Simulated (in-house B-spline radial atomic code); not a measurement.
V III (V2+): [Ne] 3s2 3p5 3d3 4p1 (an excited or competing configuration)

Method: non-relativistic B3LYP, spin-polarised, spherical fractional occupations, exact exchange averaged over the configuration, point nucleus. Calculated with an all-electron radial atomic-structure program (B-spline basis).

Screening seen three ways: the hydrogenic charge with the same mean radius, Z_r = [3n² - l(l+1)]/(2<r>), the one with the same energy, Z_e = n√(-2ε), and Slater's rules. Values are occupation-weighted means over spin.

| shell | electrons | ε (eV) | <r> (bohr) | Z_r | Z_e | Slater |
| --- | --- | --- | --- | --- | --- | --- |
| 1s | 2 | -5386.8 | 0.06704 | 22.37 | 19.90 | 22.70 |
| 2s | 2 | -633.15 | 0.3105 | 19.32 | 13.64 | 18.85 |
| 2p | 6 | -538.16 | 0.2747 | 18.20 | 12.58 | 18.85 |
| 3s | 2 | -97.096 | 0.9444 | 14.29 | 8.01 | 12.10 |
| 3p | 5 | -71.295 | 0.9961 | 12.55 | 6.87 | 12.10 |
| 3d | 3 | -32.342 | 1.166 | 9.00 | 4.63 | 5.30 |
| 4p | 1 | -16.565 | 3.047 | 7.55 | 4.41 | 4.50 |

The least bound orbital is 4p up at -16.56 eV, and it is also the most diffuse (<r> = 3.047 bohr).

The density falls to 0.001 bohr⁻³ at 4.033 bohr; Σ<r²> = 24.244 bohr² gives, by the non-relativistic formula and without the paramagnetism of open shells, a Langevin diamagnetic susceptibility of -19.2×10⁻⁶ cm³/mol.
